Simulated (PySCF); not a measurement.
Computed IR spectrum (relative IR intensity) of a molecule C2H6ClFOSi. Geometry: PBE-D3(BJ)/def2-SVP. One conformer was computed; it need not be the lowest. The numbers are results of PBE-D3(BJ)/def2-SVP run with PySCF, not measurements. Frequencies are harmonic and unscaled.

ν (cm⁻¹): 224 (w), 247 (s), 263 (w), 380 (m), 454 (w), 521 (m), 618 (w), 792 (vs), 799 (m), 877 (m), 900 (vs), 960 (w), 1086 (s), 1156 (w), 1272 (w), 1331 (w), 1410 (w), 1424 (w), 2198 (s), 2854 (m), 2956 (w), 3039 (w), 3068 (w), 3675 (w) (against the strongest line: vs over 80 %, s over 45 %, m over 15 %, w over 4 %, vw less)

Problem. Which structure fits?
A) C[C@H](O)[Si@H](F)Cl
B) OCC[Si@@H](F)Cl
C) C[Si@](O)(Cl)CF
D) C[Si@](F)(Cl)CO

Solution. A, C[C@H](O)[Si@H](F)Cl
